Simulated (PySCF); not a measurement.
A GIAO shielding run with PySCF (density fitting, non-relativistic, gas phase) on SMILES C=C[Si@@H](S)OC(C)(C)C, C6H14OSSi:

```
$ OMP_NUM_THREADS=1 python probes_run.py task.json out

{"job": {"kind": "nmr", "xc": "PBE0", "basis": "pcSseg-1"}, "charge": 0, "multiplicity": 1}
C      2.238412     1.824261     0.861974
C      2.604376     0.755250     0.170894
Si     1.609433    -0.840369     0.051701
S      2.302466    -2.182093     1.586077
O      0.049644    -0.704928     0.425335
C     -1.067525    -0.188281    -0.273969
C     -2.032079     0.344013     0.787749
C     -0.655977     0.932082    -1.224614
C     -1.704635    -1.338753    -1.055136
H      1.303856     1.856961     1.400317
H      2.850478     2.710863     0.931341
H      3.562042     0.772703    -0.333253
H      1.849687    -1.482020    -1.242450
H      1.103792    -2.604884     1.948350
H     -1.562971     1.154579     1.339791
H     -2.942034     0.712093     0.322869
H     -2.286065    -0.447508     1.488179
H     -0.141512     1.717559    -0.678164
H      0.015988     0.549359    -1.988327
H     -1.533903     1.353787    -1.706259
H     -2.594099    -0.997435    -1.576800
H     -0.994290    -1.728294    -1.780169
H     -1.979837    -2.141962    -0.376254
```

Hardware: 1 thread of an Intel Xeon, shared host. The job also computes population analyses, field gradients.

Problem. How large is the calculation?

Solution. 88 electrons, 237 basis functions and 1273 auxiliary functions.

Problem. How long does it take, and how much memory does it need?

Solution. 3.2 min of wall time, with 14 SCF cycles and 5 response iterations; peak memory 1.1 GiB. Times on a shared host scatter by some tens of per cent.
